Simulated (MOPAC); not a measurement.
Input for MOPAC: PM3 on AlH5Si (SMILES [AlH2][SiH3]), a point of a bond scan (R = 3.167 Å).

```
PM3 1SCF PRECISE CHARGE=0 THREADS=1
AlH5Si

Al     0.03394872 1    -0.60450630 1    -1.15927772 1
H     -2.61019086 1    -0.87017330 1    -2.88197836 1
H      1.38583772 1    -1.18780901 1    -1.74138382 1
Si    -0.02792387 1     0.52763245 1     1.02391416 1
H     -0.03926723 1     2.00388745 1     0.82696529 1
H      1.14506402 1     0.20807389 1     1.87836413 1
H     -1.25391258 1     0.18491499 1     1.79249452 1
```

Program output:

```
*******************************************************************************
 **                                                                           **
 **                              MOPAC v23.2.5                                **
 **                                                                           **
 *******************************************************************************
 ** MOPAC's Digital Object Identifier: https://doi.org/10.5281/zenodo.6511958 **
 **                                                                           **
 ** Please cite the open-source release paper for use of this MOPAC version:  **
 ** J. E. Moussa and J. J. P. Stewart (2026)                                  **
 ** MOPAC: An open-source semiempirical molecular orbital program             **
 ** J. Open Source Softw., 11(119), 8025, https://doi.org/10.21105/joss.08025 **
 *******************************************************************************

                              PM3 CALCULATION RESULTS

 *******************************************************************************
 *  PM3        - The PM3 Hamiltonian to be used
 *
 *
 *
 *                 CHARGE ON SYSTEM = 0
 *
 *
 *
 *  PRECISE    - TIGHTER CRITERIA TO BE USED
 *  1SCF       - DO 1 SCF AND THEN STOP
 *  THREADS=1  - MULTI-THREADING NOT USED
 *  T=         - A TIME OF 172800.0 SECONDS REQUESTED
 *  DUMP=N     - RESTART FILE WRITTEN EVERY 7200.0 SECONDS REQUESTED
 *******************************************************************************
PM3 1SCF PRECISE CHARGE=0 THREADS=1
 AlH5Si

   ATOM   CHEMICAL          X               Y               Z
  NUMBER   SYMBOL      (ANGSTROMS)     (ANGSTROMS)     (ANGSTROMS)

     1      Al          0.03394872  *  -0.60450630  *  -1.15927772  *
     2       H         -2.61019086  *  -0.87017330  *  -2.88197836  *
     3       H          1.38583772  *  -1.18780901  *  -1.74138382  *
     4      Si         -0.02792387  *   0.52763245  *   1.02391416  *
     5       H         -0.03926723  *   2.00388745  *   0.82696529  *
     6       H          1.14506402  *   0.20807389  *   1.87836413  *
     7       H         -1.25391258  *   0.18491499  *   1.79249452  *



          CARTESIAN COORDINATES

    NO.       ATOM           X           Y           Z

     1        Al          0.0339     -0.6045     -1.1593
     2         H         -2.6102     -0.8702     -2.8820
     3         H          1.3858     -1.1878     -1.7414
     4        Si         -0.0279      0.5276      1.0239
     5         H         -0.0393      2.0039      0.8270
     6         H          1.1451      0.2081      1.8784
     7         H         -1.2539      0.1849      1.7925

  H: (PM3): J. J. P. STEWART, J. COMP. CHEM. 10, 209 (1989).
 Al: (PM3): J. J. P. STEWART, J. COMP. CHEM. 10, 209 (1989).
 Si: (PM3): J. J. P. STEWART, J. COMP. CHEM. 10, 209 (1989).

           Empirical Formula: H5 Al Si  =     7 atoms



      MOLECULAR POINT GROUP   :   C1


      RHF CALCULATION, NO. OF DOUBLY OCCUPIED LEVELS = 6


 -------------------------------------------------------------------------------
 PM3 1SCF PRECISE CHARGE=0 THREADS=1
 AlH5Si



     1SCF WAS SPECIFIED, SO BFGS WAS NOT USED
     SCF FIELD WAS ACHIEVED


                              PM3 CALCULATION
                                                       MOPAC v23.2.5 Linux




          FINAL HEAT OF FORMATION =        183.36726 KCAL/MOL =     767.20862 KJ/MOL


          COSMO AREA              =        128.58 SQUARE ANGSTROMS
          COSMO VOLUME            =        115.32 CUBIC ANGSTROMS

          IONIZATION POTENTIAL    =          8.460322 EV
          HOMO LUMO ENERGIES (EV) =         -8.460 -3.295
          NO. OF FILLED LEVELS    =          6
          MOLECULAR WEIGHT        =         60.1065         POINT GROUP:  C1

          MOLECULAR DIMENSIONS (Angstroms)

            Atom       Atom       Distance
            H     6    H     2     6.15836
            H     3    H     7     4.41418
            H     7    H     5     2.13473


          SCF CALCULATIONS        =          1





   ATOM   CHEMICAL          X               Y               Z
  NUMBER   SYMBOL      (ANGSTROMS)     (ANGSTROMS)     (ANGSTROMS)

     1      Al          0.03394872  *  -0.60450630  *  -1.15927772  *
     2       H         -2.61019086  *  -0.87017330  *  -2.88197836  *
     3       H          1.38583772  *  -1.18780901  *  -1.74138382  *
     4      Si         -0.02792387  *   0.52763245  *   1.02391416  *
     5       H         -0.03926723  *   2.00388745  *   0.82696529  *
     6       H          1.14506402  *   0.20807389  *   1.87836413  *
     7       H         -1.25391258  *   0.18491499  *   1.79249452  *

                             CARTESIAN COORDINATES

   1   Al        0.033948720    -0.604506300    -1.159277720
   2    H       -2.610190860    -0.870173300    -2.881978360
   3    H        1.385837720    -1.187809010    -1.741383820
   4   Si       -0.027923870     0.527632450     1.023914160
   5    H       -0.039267230     2.003887450     0.826965290
   6    H        1.145064020     0.208073890     1.878364130
   7    H       -1.253912580     0.184914990     1.792494520


           Empirical Formula: H5 Al Si  =     7 atoms



      MOLECULAR POINT GROUP   :   C1


                  EIGENVALUES
 -16.09073 -12.37663 -11.88061 -11.28320  -9.81292  -8.46032  -3.29491  -2.79105
  -1.16650   1.36991   2.01437   2.14594   3.11743


              NET ATOMIC CHARGES AND DIPOLE CONTRIBUTIONS

  ATOM NO.   TYPE          CHARGE      No. of ELECS.   s-Pop       p-Pop
    1         Al           0.310073        2.6899     0.31122     2.37871
    2          H          -0.015890        1.0159     1.01589
    3          H          -0.144698        1.1447     1.14470
    4         Si           0.170088        3.8299     1.03453     2.79538
    5          H          -0.102334        1.1023     1.10233
    6          H          -0.105132        1.1051     1.10513
    7          H          -0.112107        1.1121     1.11211
 DIPOLE           X         Y         Z       TOTAL
 POINT-CHG.    -0.620    -0.767    -1.780     2.035
 HYBRID        -0.209     0.743     1.203     1.429
 SUM           -0.829    -0.024    -0.577     1.010


          ATOMIC ORBITAL ELECTRON POPULATIONS

     Atom    s        px        py        pz
    1 Al   0.31122   1.04738   0.30727   1.02406
    2  H   1.01589
    3  H   1.14470
    4 Si   1.03453   0.88069   0.90797   1.00673
    5  H   1.10233
    6  H   1.10513
    7  H   1.11211

 **********************
 *                    *
 * JOB ENDED NORMALLY *
 *                    *
 **********************




 == MOPAC DONE ==
```

The run finished.

Cost: about 0.010 core-seconds (a rough figure).
